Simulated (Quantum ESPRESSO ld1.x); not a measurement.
Task: Au LXI, configuration [Ar] 3d1. Calculated with ld1.x of Quantum ESPRESSO 7.5: Dirac Kohn-Sham, PBE, spin-unpolarised, spherical densities, point nucleus; open shells fill j = l - 1/2 first.

Spin-orbit splittings of the eigenvalues, e(l+1/2) - e(l-1/2), with zeta = 2 splitting/(2l+1) and mean radii in bohr:

| shell | occ. | splitting (eV) | zeta (eV) | <r> j=l-1/2 | <r> j=l+1/2 |
|---|---|---|---|---|---|
| 2p | 6 | 1863 | 1242 | 0.05752 | 0.06586 |
| 3p | 6 | 478.2 | 318.8 | 0.1619 | 0.1748 |
| 3d | 1 | 109.6 | 43.84 | 0.1498 | 0.1538 |
| 4p | 0 | ? | ? | 0.3191 | 0.3365 |

Estimate the 4p splitting.

Result: 182.4 eV (zeta = 121.6 eV).
